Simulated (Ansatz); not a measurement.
F₅Nb, SMILES [Nb-]([F])([F])([F])([F])[F] (connectivity only; charge and spin as stated), charge -1, multiplicity 2.

Coordinates come from a B3LYP-D3(BJ)/def2-SVPD optimisation. The multiplicity is an assumed one; other spin states were not compared. The def2 effective core potentials stand for the cores of Nb; spin–orbit coupling is left out.

Two levels are set side by side: PBE/def2-TZVPD (Ansatz, a first-principles code) and CAM-B3LYP/def2-TZVPD (Ansatz). Energy differences of separate SCF runs at the same geometry; the states with an electron removed or added have multiplicity 1. Differences are taken from unrounded values.

```csv
quantity,PBE
vertical ionisation energy (eV),1.92
```

Task: These are the PBE values. What does CAM-B3LYP give? (An estimate is asked for; the answer gives what the named calculation found.)

Result: 
| quantity | CAM-B3LYP | PBE minus CAM-B3LYP |
|---|---|---|
| vertical ionisation energy (eV) | 2.92 | -1.00 |
